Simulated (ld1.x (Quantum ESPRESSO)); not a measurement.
Results of a calculation; reference values are marked as such.
## Potentials for F compared

Generated with ld1.x 7.5 (TM, RRKJ, ultrasoft, PAW), atompaw 4.2 or ONCVPSP 4.0.1. The cutoff is in Ry: for ld1.x and atompaw files where the sum of valence levels is converged to 10 mRy in a Bessel basis, for ONCV files where the hardest occupied wave has 1 mHa per electron of residual kinetic energy. The error is the largest all-electron minus pseudo excitation energy over each file’s own four to seven test configurations (ionisations up to +4, promotions, holes and added fractions of an electron), all of which were solved. The labels leave out finer settings (local radius, basis sizes, second energies), which also bear on the numbers. Spin-polarised tests are not counted. The rows are a selection from randomly drawn settings: files with unsolved tests, undetermined cutoffs or missed reference levels are left out.

```tsv
potential	cutoff (Ry)	largest error (meV)	bound ghosts
TM, PBEsol, scalar-relativistic, rc 0.75/1.30/1.10 (spd), local d, core correction yes, reference 2s2 2p3	160	+794	none
TM, PBE, non-relativistic, rc 0.60/0.85/0.65 (spd), local smoothed, core correction yes, reference 2s2 2p4.5	180	+293	none
RRKJ, PBE, non-relativistic, rc 0.70/1.45 (sp), local s, core correction yes, reference 2s2 2p2	180	+1924	none
ultrasoft, PBE, scalar-relativistic, rc 0.55/1.15/1.35 (spd), local d, core correction yes, reference 2s2 2p3	120	+34	none
RRKJ, PBE, scalar-relativistic, rc 0.65/1.00 (sp), local s, core correction yes, reference 2s2 2p5	140	+675	none
```

(1) Fill in the row for F: PAW, BLYP, non-relativistic, rc 0.85/1.20 (sp), local smoothed, core correction yes, reference 2s2 2p5.

(2) Fill in the row for F: ultrasoft, PBE, non-relativistic, rc 0.55/1.10 (sp), local smoothed, core correction no, reference 2s2 2p3.

Results:

(1) cutoff 50 Ry, largest error +19 meV, bound ghosts: none.

(2) cutoff 120 Ry, largest error +225 meV, bound ghosts: none.
